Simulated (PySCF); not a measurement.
Sn(F)(OH)3 (FH₃O₃Sn), SMILES [F][Sn]([OH])([OH])[OH].

Coordinates come from a PBE0-D3(BJ)/def2-SVP optimisation. The structure was generated by enumeration; whether it is a known compound was not checked. The def2 effective core potentials stand for the cores of Sn; spin–orbit coupling is left out. The values are those of a single conformer.

Two levels are set side by side: TDDFT-PBE/def2-SVPD (PySCF) and TDDFT-CAM-B3LYP/def2-SVPD (PySCF). Vertical, same geometry. The lowest singlet is HOMO→LUMO 95 % with PBE and HOMO→LUMO 80 % with the other functional; states are paired by order. Differences are taken from unrounded values.

| quantity | TDDFT-CAM-B3LYP |
|---|---|
| lowest singlet excitation (eV) | 5.95 |
| lowest triplet excitation (TDA) (eV) | 5.41 |
| first bright state (f over 0.05) (eV) | 6.20 |
| its oscillator strength | 0.06 |

What does TDDFT-PBE give, and how far is it from TDDFT-CAM-B3LYP? (Estimate from the structure and the level; the computed values follow.)


```json
[
 {"quantity": "lowest singlet excitation (eV)", "TDDFT-PBE": "4.70", "TDDFT-PBE minus TDDFT-CAM-B3LYP": "-1.25"},
 {"quantity": "lowest triplet excitation (TDA) (eV)", "TDDFT-PBE": "4.34", "TDDFT-PBE minus TDDFT-CAM-B3LYP": "-1.08"},
 {"quantity": "first bright state (f over 0.05) (eV)", "TDDFT-PBE": "5.77", "TDDFT-PBE minus TDDFT-CAM-B3LYP": "-0.43"},
 {"quantity": "its oscillator strength", "TDDFT-PBE": "0.07", "TDDFT-PBE minus TDDFT-CAM-B3LYP": "0.01"}
]
```

Functionals without exact exchange tend to place singlet excitations lower, as here. Differences between two approximate levels are no errors against the true value.

Rough cost on one machine, each run with all the roots and properties that it gave: TDDFT-CAM-B3LYP against TDDFT-PBE about 6 times.
